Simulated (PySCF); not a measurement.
Molecule: C2H8PSi, net charge 0, doublet state. It need not be the lowest isomer of its formula. SMILES: C[Si](C)P
Geometry from a B3LYP-D3(BJ)/def2-TZVP (Ansatz) optimisation:
```xyz
12

C     -1.9565     0.4776     0.1657
Si    -0.3614    -0.4094    -0.3042
C     -0.0179    -1.8222     0.8970
P      1.3130     1.1224    -0.4412
H     -2.1742     1.2930    -0.5250
H     -2.8025    -0.2124     0.1599
H     -1.8758     0.8996     1.1729
H     -0.8400    -2.5413     0.9006
H      0.8996    -2.3501     0.6356
H      0.0944    -1.4289     1.9125
H      1.5908     1.1426     0.9561
H      2.3191     0.1597    -0.7130
```
Charge 0, spin multiplicity 2.

Dispersion corrections to the total energy (kcal/mol) from the dftd3 and dftd4 libraries through PySCF: D3(BJ) without and D4 with the three-body term, each with the damping fitted for the functional named.

| functional | D3(BJ) | D4 |
|---|---|---|
| LC-wPBE | -6.73 | -7.20 |
| B2GP-PLYP | -5.55 | -2.77 |
| TPSSh | -8.02 | (withheld) |
| B3LYP | -12.09 | -10.38 |
| PBE0 | -6.00 | (withheld) |
| CAM-B3LYP | -5.74 | -5.61 |
| revPBE | (withheld) | -18.50 |

Problem. What belongs in the gaps?

Solution. 
- TPSSh, D4: -7.86
- PBE0, D4: -5.48
- revPBE, D3(BJ): -16.24
